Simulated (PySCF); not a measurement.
C4H4F2OS.
SMILES with atom numbers: `[O:1]=[C:2]1[C@@H:3]([F:4])[CH2:5][S:6][C@@H:7]1[F:8]` (hydrogens: H9 on C3; H10, H11 on C5; H12 on C7)

The closed-shell ground state was solved at several levels (PySCF, density fitting, gas phase, non-relativistic). Geometry: PBE0-D3(BJ)/def2-SVP, one conformer, isolated molecule.

| level | basis functions | total energy (Eh) | HOMO (eV) | LUMO (eV) | gap (eV) | dipole (D) |
| --- | --- | --- | --- | --- | --- | --- |
| wB97X-D/pcSseg-2 | 351 | -827.9686 | -9.51 | 0.14 | 9.65 | 2.46 |
| PBE0/pcSseg-1 | 163 | -827.2627 | -7.67 | -1.67 | 6.00 | 2.27 |

**Question.** Estimate the row for CAM-B3LYP/def2-SVPD, a basis of 208 functions; the other rows only guide the guess.

**Answer.** Total energy -827.3519 Eh, HOMO -9.09 eV, LUMO -0.64 eV, gap 8.45 eV, dipole 2.60 D.

**Question.** Over all these levels, which gives the widest orbital gap and which the narrowest?

**Answer.** wB97X-D/pcSseg-2 (range-separated hybrid) has the widest, 9.65 eV, and PBE0/pcSseg-1 (global hybrid, 25 % exact exchange) the narrowest, 6.00 eV. Functional and basis both differ between the two, so the spread mixes both effects.

**Question.** How far do the dipole and the HOMO energy spread over the levels?

**Answer.** The dipole runs from 2.27 to 2.60 D (mean 2.44 D) and the HOMO from -9.51 to -7.67 eV.

Note: wB97X-D ran without an empirical dispersion term, which enters the total energy and its gradient alone.
